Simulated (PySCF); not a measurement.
N⁺ (nitrogen, charge +1) across methods

[He] 2s2 2p1 3s1, 3s spin antiparallel (an excited configuration). Calculation: PySCF 2.14, in dyall-acv3z (15s9p4d2f, 76 functions); the non-relativistic Hamiltonian (point nucleus).

```
method  E (hartree)  mean ε 2s β (eV)  mean ε 2p α (eV)  mean ε 3s β (eV)  Σ⟨r²⟩ (bohr²)   ⟨S²⟩
   PBE     -53.3053           -39.885           -30.654            -8.846          21.34  1.001
  TPSS     -53.3852           -40.127           -31.314            -8.829          21.50  1.002
   LDA     -52.8901           -39.737           -30.451            -8.775          21.40  1.001
  PBE0     -53.3146           -41.875           -33.089            -9.410          21.48  1.002
revPBE     -53.3656           -39.875           -30.664            -8.863          21.36  1.001
 B97-3     -53.3603           -42.089           -33.292            -9.324          21.56  1.001
   UHF    -53.21194           -46.599           -39.910           -10.661          22.14  1.004
  BP86     -53.3653           -40.015           -30.752            -8.928          21.31  1.001
r2SCAN     -53.3329           -40.248           -31.699            -8.843          21.68  1.003
```

The outer electron is Rydberg-like, and this basis confines it to a smaller radius and binds it less than a complete one would. With the s spin flipped the determinant is a mixture of two multiplicities, not a spectroscopic state.
